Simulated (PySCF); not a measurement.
**Functional dependence of a UV spectrum**

C2H7BO.
Bonds: B1–C2, C2–O3, O3–C4. Hydrogens: H5, H6 on B1; H7, H8 on C2; H9, H10, H11 on C4.

Linear-response calculations in the def2-SVPD basis (PySCF; singlets by full response, triplets Tamm–Dancoff, core orbitals frozen in the response; HF means time-dependent Hartree–Fock). 'Strongest' is the level of largest summed f among the singlets computed (10 roots, of which the last may lack a degenerate partner); it can jump between rows when another state enters that window. S1 is the lowest singlet of each run and needn't be the same state throughout; f(S1) is that of one state. One conformer (not necessarily the lowest) at the PBE0-D3(BJ)/def2-SVP geometry, without solvent, vibrations or thermal averaging.

| functional | kind | S1 (eV) | f(S1) | strongest (eV) | T1 (eV) | HOMO (eV) | gap (eV) | ionisation energy, ΔSCF (eV) |
| --- | --- | --- | --- | --- | --- | --- | --- | --- |
| LDA | LDA | 3.58 | 0.012 | 7.37 | 3.39 | -6.17 | 3.46 | 9.92 |
| PBE | GGA | 3.73 | 0.010 | 7.55 | 3.54 | -6.07 | 3.62 | 9.77 |
| B3LYP | global hybrid, 20% exact exchange | 4.82 | 0.012 | 8.38 | 4.62 | -7.38 | 5.75 | 9.98 |
| PBE0 | global hybrid, 25% exact exchange | 5.04 | 0.014 | 8.64 | 4.81 | -7.61 | 6.23 | 9.92 |
| BHandHLYP | global hybrid, 50% exact exchange | 6.21 | 0.001 | 9.34 | 5.55 | -9.13 | 8.84 | 9.93 |
| CAM-B3LYP | range-separated hybrid | 5.62 | 0.016 | 8.75 | 5.28 | -9.04 | 8.79 | 10.06 |
| wB97X-D | range-separated hybrid | 5.72 | 0.017 | 9.00 | 5.46 | -9.51 | 10.12 | 10.01 |
| LC-wPBE | range-separated hybrid | 6.04 | 0.001 | 9.28 | 5.27 | -10.33 | 11.36 | 10.14 |
| HF | Hartree–Fock | 6.83 | 0.001 | 10.67 | 5.83 | -11.57 | 13.75 | not settled |

S1 runs from 3.58 eV (LDA) to 6.83 eV (HF), a spread of 3.25 eV, while the orbital gap spreads over 10.3 eV. Along PBE (0%), B3LYP (20%), PBE0 (25%), BHandHLYP (50%), HF (100%) S1 rises with the share of exact exchange. −ε(HOMO) comes closest to its own ΔSCF ionisation energy with LC-wPBE (+0.19 eV) and misses most with LDA (-3.75 eV). 'Not settled' means that the ion's SCF failed to converge or may have ended in another state than the lowest.
